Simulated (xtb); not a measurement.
xtb input (GFN2-xTB):

```bash
xtb mol.xyz --gfn 2 --ohess tight --chrg -1 --uhf 0
```
mol.xyz:
```
13

Si    -0.19225112    -0.17254006    -0.71607359
N     -1.38845497     0.18157246     0.43242886
Si    -3.15676993     0.01741438     0.29275691
O      1.17310363     0.24685723    -0.01474448
Si     2.80990067     0.30913277     0.05014416
H     -0.23168316    -1.59753223    -1.00152903
H     -0.34902700     0.64494639    -1.96172417
H     -1.05658158     0.65983926     1.30804144
H     -3.41066153    -1.39881975    -0.21786052
H     -3.71160771     0.16112611     1.68172845
H      3.08915244     0.84780965     1.32842870
H      3.25970855     1.21363316    -1.05719368
H      3.32097256    -1.05108454    -0.22698272
```

End of the output:

```
   ------------------------------------------------------------------------

         :::::::::::::::::::::::::::::::::::::::::::::::::::::
         ::                  THERMODYNAMIC                  ::
         :::::::::::::::::::::::::::::::::::::::::::::::::::::
         :: total free energy         -16.505031388523 Eh   ::
         ::.................................................::
         :: total energy              -16.543250264812 Eh   ::
         :: zero point energy           0.073614029476 Eh   ::
         :: G(RRHO) w/o ZPVE           -0.035395153187 Eh   ::
         :: G(RRHO) contrib.            0.038218876289 Eh   ::
         :::::::::::::::::::::::::::::::::::::::::::::::::::::

optimized geometry written to: xtbopt.xyz

           -------------------------------------------------
          | TOTAL ENERGY              -16.543250264812 Eh   |
          | TOTAL ENTHALPY            -16.458712338471 Eh   |
Note: The following floating-point exceptions are signalling: IEEE_UNDERFLOW_FLAG IEEE_DENORMAL
normal termination of xtb
          | TOTAL FREE ENERGY         -16.505031388523 Eh   |
          | GRADIENT NORM               0.000239062549 Eh/α |
          | HOMO-LUMO GAP               1.423901862519 eV   |
           -------------------------------------------------

------------------------------------------------------------------------
------------------------------------------------------------------------
 total:
 SCF:
 ANC optimizer:
 analytical hessian:
```

It need not be the lowest isomer of its formula. Whether it binds its extra electron was not tested at this geometry.
